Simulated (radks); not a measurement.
Problem. Calculated with a radial shooting solver on a logarithmic mesh with Libxc functionals: non-relativistic Kohn-Sham, LDA (Slater exchange, Perdew-Wang correlation), spin-polarised, spherical densities, point nucleus; open shells are filled with parallel spins first (spin-orbit coupling, left out, can overturn this in heavy ions). Response by self-consistent Sternheimer equations with the Hartree and adiabatic LDA kernel. For heavy and open-shell atoms this level of theory can miss by tens of per cent. Rank S2+, Sb, As3+, Pd3+, Sr+, Zn, Mo, Ti+ (NIST ground configurations) by static dipole polarisability, largest first.

Solution. Sr+ 87.65, Mo 77.23, Sb 47.55, Ti+ 43.72, Zn 38.53, S2+ 7.279, As3+ 6.935, Pd3+ 4.301 bohr^3.
